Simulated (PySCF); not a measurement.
Relaxation of singlet VO₂Br

All numbers come from PBE0 in PySCF with V def2-SVP, O def2-SVP, Br def2-SVP; no relativity; density-fitted integrals. A (50,194) grid was used.

A hand-made trigonal pyramidal start, of Cs symmetry, held to at least that symmetry:

Coordinates in bohr (charge 0 multiplicity 1):
```
V    -1.7390    0.0000   -1.3691
O    -3.1489    2.4421    0.1302
O    -3.1489   -2.4421    0.1302
Br    2.3990    0.0000    0.8311
```

Question: What forces act on the atoms at the start (eV/Å)?

Answer: 
| atom | Fx | Fy | Fz |
| --- | --- | --- | --- |
| V1 | -4.12 | 0.00 | 8.43 |
| O2 | 2.67 | -4.10 | -3.62 |
| O3 | 2.67 | 4.10 | -3.62 |
| Br4 | -1.23 | 0.00 | -1.20 |

Question: What does it relax to?

Answer: It ends at Cs with V–Br 2.328 Å, V–O 1.555 Å (×2); Br–V–O 117.1° (×2), O–V–O 108.9° (after a last refinement on a finer grid). A frequency run shows a minimum.

Question: How much energy is released, and in how many steps?

Answer: 144.5 kJ/mol in 7 steps.

The relaxation took roughly 110 core-seconds on a shared host.
